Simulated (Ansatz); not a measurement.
CH$_{8}$GeO$_{2}$Si, SMILES `C[SiH](O)[GeH2][OH]` at its PBE0-D4/def2-TZVP geometry, where that method's forces vanish. Charge 0, multiplicity 1.

```xyz
13

C    -1.0474   -0.5526    1.4193
Si    0.5720   -0.2178    0.5563
O     1.5605   -1.5445    0.5034
Ge    0.2007    0.4193   -1.7160
O    -0.8202    1.9007   -1.7041
H    -1.6889    0.3309    1.3548
H    -0.8974   -0.7841    2.4774
H    -1.5743   -1.3890    0.9545
H     1.2545    0.9104    1.2634
H     1.9086   -1.8797    1.3310
H     1.5026    0.7184   -2.4946
H    -0.6470   -0.5878   -2.5116
H    -0.3239    2.6760   -1.4338
```

(1) What forces (eV/Å) does PBE-D4/def2-TZVPP give on these atoms in Ansatz? (Estimate.)

Answers

(1) Computed: 
```
C1   0.007  0.011 -0.012
Si2 -0.158  0.257 -0.017
O3   0.148 -0.257 -0.410
Ge4  0.270 -0.305  0.083
O5  -0.597  0.058 -0.146
H6  -0.132  0.166 -0.009
H7   0.024 -0.041  0.200
H8  -0.105 -0.155 -0.084
H9   0.064  0.145  0.071
H10  0.171 -0.166  0.382
H11  0.153  0.019 -0.103
H12 -0.104 -0.097 -0.097
H13  0.258  0.365  0.141
```
